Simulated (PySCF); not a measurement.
Al(Cl)(NHMe)(OH) (CH5AlClNO), SMILES C[NH][Al]([OH])[Cl].

Coordinates come from a PBE-D3(BJ)/def2-SVP optimisation. The structure was generated by enumeration; whether it is a known compound was not checked. One conformer was computed; it need not be the lowest.

The numbers are results of PBE/def2-TZVP (PySCF), not measurements.

The molecule is in vacuum.

```yaml
total_energy: -873.44760 hartree
point_group: Cs
highest_occupied_level: -5.57 eV
lowest_empty_level: -1.29 eV
orbital_gap: 4.29 eV
dipole_moment: 0.83 D
quadrupole, principal values (traceless, Buckingham form, about the centre of nuclear charge): -8.23, -0.52, 8.75 D·Å
mean_static_polarisability: 62.0 bohr³ (9.18 Å³)
polarisability_principal_values: 49.6, 58.3, 78.1 bohr³
```
